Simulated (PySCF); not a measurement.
PySCF was given this input:
```python
from pyscf import gto, scf, dft

mol = gto.M(
    atom='''
Ge   -0.00000000   -0.00000000   -0.67834772
S     0.00000000    0.00000000    1.35669544
''',
    basis='def2-svpd',
    verbose=4,
)

mf = dft.RKS(mol)
mf.xc = 'pbe0'
mf = mf.density_fit(auxbasis='def2-universal-jkfit')
mf.kernel()
```

Question: What does this run give for the HOMO energy, number of basis functions, nuclear repulsion energy?

Answer: 
```yaml
HOMO energy: -7.99 eV
number_of_basis_functions: 65
nuclear_repulsion_energy: 133.1366 Eh
```
